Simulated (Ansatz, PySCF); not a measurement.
System: methylhydroxycarbene, C2H4O (charge 0, singlet). 
Geometry from a B3LYP-D3(BJ)/def2-TZVP (Ansatz, an electronic-structure program) optimisation:
```
C
H 1 1.0939
H 1 1.0939 2 105.68
H 1 1.1061 2 109.67 3 -118.15
C 1 1.4884 2 108.26 3 115.81
O 5 1.2997 1 112.65 2 122.94
H 6 0.9913 5 114.11 1 0.00
```
Charge 0, spin multiplicity 1.

Total electronic energies in hartree. Cores are frozen in the correlated levels unless marked. Spin-orbit coupling is left out. No relativistic terms. CBS(X,Y): correlation extrapolated as X^-3; Hartree-Fock from the larger set. [CCSD(T)-MP2]/basis is that difference in the basis named.

The Hartree-Fock reference is unstable (checked in the largest basis), which strains HF and MP2. 

| level | program | energy (Eh) |
|---|---|---|
| BP86-D4/def2-TZVPD | PySCF + dftd4 | -153.81235 |
| TPSSh-D4/def2-TZVPD | PySCF + dftd4 | -153.81460 |
| r2SCAN0-D4/def2-TZVPD | Ansatz + dftd4 | -153.69595 |
| wB97X-V/def2-TZVPD | Ansatz | -153.75596 |
| MP2/cc-pVDZ | Ansatz | -153.29173 |
| SCS-MP2/aug-cc-pVDZ | Ansatz | -153.31992 |
| CCSD/6-31G | Ansatz | -153.06823 |
| RI-MP2/CBS(cc-pVTZ,cc-pVQZ)+[CCSD(T)-MP2]/cc-pVDZ | Ansatz | -153.5781 |
| RI-MP2/CBS(aug-cc-pVTZ,aug-cc-pVQZ)+[CCSD(T)-MP2]/aug-cc-pVTZ | Ansatz | -153.5807 |

Totals of different functionals don't rank their quality; only differences between species are comparable.
